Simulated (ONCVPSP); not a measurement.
# What one change does to a pseudopotential (S, ONCV)

- Element: S
- Generator: ONCVPSP 4.0.1
- Type: optimised norm-conserving Vanderbilt (ONCV)
- Functional: PBE
- Relativity: scalar-relativistic
- Frozen core: [He]
- Valence charge: 14
- Reference configuration: 2s2 2p6 3s2 3p4
- Partial waves: 2s+3s: rc 0.75 bohr, ncon 4, nbas 7, qcut 20.5 1/bohr, 2 projectors; 2p+3p: rc 0.80 bohr, ncon 4, nbas 7, qcut 17.3 1/bohr, 2 projectors; d scattering state at 0.29 Ha: rc 0.65 bohr, ncon 4, nbas 8, qcut 16 1/bohr, 2 projectors, debl 2.4 Ha
- Local potential: polynomial inside 0.40 bohr (lpopt 5, dvloc0 3 Ha)
- Core correction: Teter function, fcfact 3.5, rcfact 1.45

Change: all radii but the core radius scaled by about 1.25 (s 0.94, p 1.00, d 0.82 bohr); local potential polynomial inside 0.50 bohr (lpopt 5, dvloc0 3 Ha).

Cutoffs: the cutoffs (Ha) at which the residual kinetic energy of the hardest occupied pseudo-wave falls to 1 and 0.1 mHa per electron; they do not see the model core or the augmentation charge, which bear on the density cutoff. Errors are all-electron minus pseudo energies relative to the spin-unpolarised reference configuration.

Question: How do hardness, ghosts and transferability respond?

Answer: The potential gets softer (125 Ha and 147 Ha → 102 Ha and 115 Ha); of the 4 tests that both files solve, the error grows in 1 and shrinks in 2 by more than 15 % and 0.3 meV (median size 6.5 → 6.0 meV); neither file shows a bound ghost. A larger radius leaves more room for a smooth pseudo-wave, so fewer plane waves are needed.

| quantity | base | changed |
| --- | --- | --- |
| cutoff, loose | 125 Ha | 102 Ha |
| cutoff, tight | 147 Ha | 115 Ha |
| loose cutoff by channel | s 121 Ha, p 125 Ha | s 89 Ha, p 102 Ha |
| bound ghosts | none | none |
| GHOST(+) flags under 300 eV | none | none |
| error for 2s2 2p6 3s2 3p3, meV [ΔE 11.77 eV] | +0.7 | +0.2 |
| error for 2s2 2p6 3s2 3p2, meV [ΔE 34.05 eV] | +3.1 | +2.3 |
| error for 2s2 2p6 3s2 3p1, meV [ΔE 68.09 eV] | +10.0 | +9.7 |
| error for 2s1 2p6 3s2 3p4, meV [ΔE 227.31 eV] | -378 | -610 |
| rms error of d²Exc/dni dnj with the model core, mHa | 2.57 | 2.37 |
